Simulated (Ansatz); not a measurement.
Cartesian coordinates in Å:
```
O 0.891 1.508 0.049
W 0.004 0.095 0.015
F -1.707 0.635 0.505
Cl -0.866 -0.037 -2.090
Cl 1.562 -1.447 -0.609
Cl 0.115 -0.754 2.130
```

Charge 0, multiplicity 1. W: def2 effective core potential.

Question: List the ωB97M-V/def2-TZVPP orbital energies in eV (the Gaussian-basis code of Ansatz). (An estimate is asked.)

Answer: Ansatz gave: Occupied: -2772.77, -2772.74, -2772.74, -678.43, -528.77, -263.17, -263.14, -263.14, -200.61, -200.59, -200.59, -200.54, -200.53, -200.50, -200.50, -200.49, -200.49, -89.45, -52.65, -52.31, -52.13, -36.18, -30.56, -26.60, -26.15, -26.03, -17.40, -16.81, -16.55, -15.82, -15.76, -15.25, -14.51, -13.97, -13.97, -12.83, -12.75, -12.33, -12.30, -12.00, -11.48. Lowest empty: -2.67, -0.91, -0.66, 0.11, 1.09, 1.76, 4.18, 4.36.
